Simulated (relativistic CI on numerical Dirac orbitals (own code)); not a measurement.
Calculated at this level of theory: Dirac-Coulomb-Breit CI, orbitals from a KLI potential per configuration, model QED, valence Slater integrals scaled by 0.9, P86 correlation estimate, and configurations built on the next ion tied to the tabulated ionisation energy (semi-empirical) (own radial code, finite nucleus).

Configurations in the expansion (outside the closed core [Ar] 3d10): 4s2 4p3, 4s2 4p2 4d, 4s2 4p2 5s, 4s2 4p2 5p, 4s2 4p2 5d, 4s2 4p2 6s, 4s2 4p2 4f, 4s2 4p2 5f, 4s 4p4, 4p5, 4s2 4p 4d2, 4s 4p3 4d, 4p3 4d2, 4s 4p3 4f, 4p4 4d, 4s2 4p 4f2, 4s2 4p 4d 5s, 4s 4p2 4d2, 4s2 4p 4d 5p, 4s2 4p 4d 4f, 4p4 5s, 4s 4p3 5s, 4p3 4f2, 4p4 5p. Levels of other configurations are missing.

Configurations that consist of the next ion and one excited electron were tied to the tabulated ionisation energy; Rydberg ones are usually within 1,000 to 3,000 cm⁻¹ and the lowest ones within about 6,000 (9,000 in d shells), while levels on excited terms of the next ion carry the error of that term, and the other configurations can be misplaced by 10,000 cm⁻¹ or more. Rates follow the energies as ν³ (E1, M1) or ν⁵ (E2), so rates, branching and lifetimes can be off by large factors.

Outline of the computed level scheme of Nb IX. Lowest level of each configuration: 4s2 4p3 4S°_3/2 at 0.0000 eV; 4s 4p4 4P_5/2 at 25.6990 eV; 4s2 4p2 4d 4F_3/2 at 39.2163 eV; 4p5 2P°_3/2 at 59.9607 eV; 4s 4p3 4d 6D°_1/2 at 61.4747 eV.

Some strong electric-dipole decays among the lowest 45 levels: 4s2 4p2 4d 2F_7/2 → 4s2 4p3 2D°_5/2 (1.4e+11 s⁻¹); 4s2 4p2 4d 2D_5/2 → 4s2 4p3 2P°_3/2 (1.2e+11 s⁻¹); 4s2 4p2 4d 2F_5/2 → 4s2 4p3 2D°_3/2 (1.2e+11 s⁻¹); 4s2 4p2 4d 4P_5/2 → 4s2 4p3 4S°_3/2 (9.9e+10 s⁻¹); 4s2 4p2 4d 2D_3/2 → 4s2 4p3 2P°_1/2 (8.8e+10 s⁻¹); 4s2 4p2 4d 4P_1/2 → 4s2 4p3 4S°_3/2 (7.9e+10 s⁻¹); 4s2 4p2 4d 2D_3/2 → 4s2 4p3 2D°_3/2 (7.7e+10 s⁻¹); 4s2 4p2 4d 2P_1/2 → 4s2 4p3 2P°_1/2 (7.4e+10 s⁻¹).

LS names give the leading component of a level, which can be under half, so a name can repeat, a term be missing and a line seem to break the LS rules.
